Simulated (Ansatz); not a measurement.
Species: sum formula TaOBr (charge 0, triplet). The spin state was set by rule; other spins were not relaxed. SMILES: [O]=[Ta][Br]
Coordinates optimised at B3LYP-D3(BJ)/def2-TZVP (Ansatz, a first-principles code):
```
Ta
O 1 1.7122
Br 1 2.4839 2 116.76
```
Charge 0, spin multiplicity 3.

Wanted: vertical ionisation energy (to the doublet state of charge +1; each state is the SCF solution reached for its spin), in eV. Correlated levels leave the core frozen unless marked. Open shells are spin-unrestricted. Spin-orbit coupling is left out. The frozen core is the preceding noble-gas configuration, with the filled d and f shells of earlier blocks. Past Kr the def2 sets carry scalar-relativistic core potentials. Basis-set limits of correlation are two-point, X^-3; Hartree-Fock from the larger set. The bracket is a focal-point correction in the basis named.

```tsv
level	program	vertical ionisation energy (eV)	minus last row
HF/def2-SVPD	Ansatz	7.99	0.13
HF/def2-TZVPPD	Ansatz	7.95	0.09
SVWN5/def2-TZVPD	Ansatz	7.94	0.08
CAM-B3LYP/def2-TZVPD	Ansatz	8.15	0.29
wB97X-V/def2-TZVPD	Ansatz	8.01	0.15
MP2/def2-SVPD	Ansatz	7.69	-0.17
MP2/def2-TZVPPD	Ansatz	7.74	-0.12
SCS-MP2/def2-SVPD	Ansatz	7.66	-0.20
CCSD(T)/def2-TZVPPD	Ansatz	7.81	-0.05
RI-MP2/CBS(def2-TZVPPD,def2-QZVPPD)+[CCSD(T)-MP2]/def2-TZVPPD	Ansatz	7.86	0.00
```
